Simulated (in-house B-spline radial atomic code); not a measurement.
# RPA and G0W0 on LDA exchange-only: Ge²⁺

Configuration [Ar] 3d10 4s2, mean-field start LDA exchange-only. Computed with an all-electron radial atomic-structure program (B-spline basis): all electrons, non-relativistic, point nucleus, each spin shell either full or empty, empty states to l = 9 with an (l + 1/2)⁻⁴ tail; G0W0 by contour deformation at full frequency.

Command:
```bash
python run_gw.py task.json out
```
Settings (radii: box in bohr, nucleus in fm):
```
Z                        32
electrons                30
configuration            [Ar] 3d10 4s2
hamiltonian              nr
method                   lda,
lmax                     9
spin_polarised           False
box_radius               17.55
intervals                52
ion_configuration        [Ar] 3d10 4s1
```

Run time, properties included: 5.1 s on 1 thread of Arm Neoverse N1, with other jobs on the host.

Energies (hartree):

```json
{"term": "mean-field total", "value": "-2070.16848"}
{"term": "Hartree-Fock functional on these orbitals", "value": "-2074.48101"}
{"term": "direct second order", "value": "-2.7481"}
{"term": "second-order exchange", "value": "0.79141"}
{"term": "SOSEX correction", "value": "0.70438"}
```

What is the RPA correlation energy, and what remains with SOSEX?

RPA gives -2.2858 hartree (-2.07 eV per electron); RPA + SOSEX gives -1.5814, and the second-order doubles -1.9567 hartree (no singles). SOSEX takes back 31 % of the RPA value.

Quasi-particle levels (eV):

```tsv
level	occupied	mean field	Σx - vxc	Σc	QP weight	G0W0
4s	yes	-27.841	-4.39	?	?	?
4p	no	-18.926	4.20	-1.44	0.941	-16.158
```

G0W0 = mean field + (Σx - vxc) + Σc, with Σc (partial-wave tail included) taken at the quasi-particle energy. Only the outer levels were computed. Levels of low weight are left out.

Where does G0W0 put 4s?

At -34.04 eV, with Σc = -1.82 eV and a quasi-particle weight of 0.936. The tabulated removal energy is 34.058 ± 0.0012 eV (NIST, measured); the calculation leaves out relativity, Breit and QED terms, and what these don't explain is the method's own error.

What does it cost to remove one electron (to [Ar] 3d10 4s1) by differences of total energies, each species on its own start (correlation terms add to the Hartree-Fock functional)?

LDA exchange-only 32.74 eV, Hartree-Fock functional 31.60 eV, + RPA 34.00 eV, + RPA + SOSEX 33.44 eV, + second order 34.67 eV. Tabulated: 34.058 ± 0.0012 eV (NIST, measured); the calculation leaves out relativity, Breit and QED terms, and what these don't explain is the method's own error.
